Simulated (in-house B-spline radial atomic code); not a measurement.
Neutral magnesium: [He] 2s1 2p6 3s2 4d1 (an excited or competing configuration)

Computed with a B-spline radial code for spherical atoms: Dirac-Hartree-Fock, average of configuration, Fermi nucleus of rms radius 3.057 fm.

Z_r = [3n² - l(l+1)]/(2<r>); Z_e = n√(-2ε); the last column is Slater's effective charge. Values are occupation-weighted means over j.

```tsv
shell	electrons	ε (eV)	<r> (bohr)	Z_r	Z_e	Slater
1s	2	-1364.8	0.1304	11.51	10.02	11.70
2s	1	-127.64	0.6782	8.85	6.13	8.20
2p	6	-83.274	0.6503	7.69	4.95	8.20
3s	2	-15.007	2.557	5.28	3.15	3.70
4d	1	-0.89649	19.51	1.08	1.03	1.00
```

The least bound orbital is 4d3/2 at -0.8965 eV, and it is also the most diffuse (<r> = 19.51 bohr). The part-filled 2s shell lies below the filled 3s shell in orbital energy.

Spin-orbit splittings of the orbital energies (j = l + 1/2 above j = l - 1/2 when positive): 2p 0.3387 eV, 4d -5.171e-06 eV.

For the 1s electron the small component carries 0.179 % of the norm, the zero-frequency Breit interaction raises the level by 0.6735 eV, self-energy by 0.2772 eV, and vacuum polarisation lowers it by 0.01605 eV.
